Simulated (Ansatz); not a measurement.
Basis-set series for `CC[O][Sn]([Cl])([O]CC)[O]CC`. Total charge 0; spin multiplicity 1. Sn takes the def2 core potential. The geometry is a stationary point of PBE0-D4/def2-TZVP. It is one conformer, not always the lowest.

| functional | basis | functions | energy (Eh) | HOMO (eV) | LUMO (eV) |
| --- | --- | --- | --- | --- | --- |
| PBE0-D4 | def2-TZVPP | 581 | -1137.46125 | -8.05 | -1.68 |
| PBE0-D4 | def2-QZVPP | 1115 | -1137.50432 | -8.07 | -1.72 |
| ωB97M-V | def2-TZVPP | 581 | -1137.85375 | -10.47 | 0.35 |
| ωB97M-V | def2-QZVPP | 1115 | -1137.89513 | -10.49 | 0.24 |

**Question.** Give the rows for def2-SVP. (An estimate is asked.)

**Answer.** Computed: 
```json
{"functional": "PBE0-D4", "basis": "def2-SVP", "functions": "245", "energy (Eh)": "-1136.74993", "HOMO (eV)": "-7.98", "LUMO (eV)": "-1.55"}
{"functional": "ωB97M-V", "basis": "def2-SVP", "functions": "245", "energy (Eh)": "-1137.12238", "HOMO (eV)": "-10.38", "LUMO (eV)": "0.56"}
```

Positive LUMOs are unbound and depend on the basis.
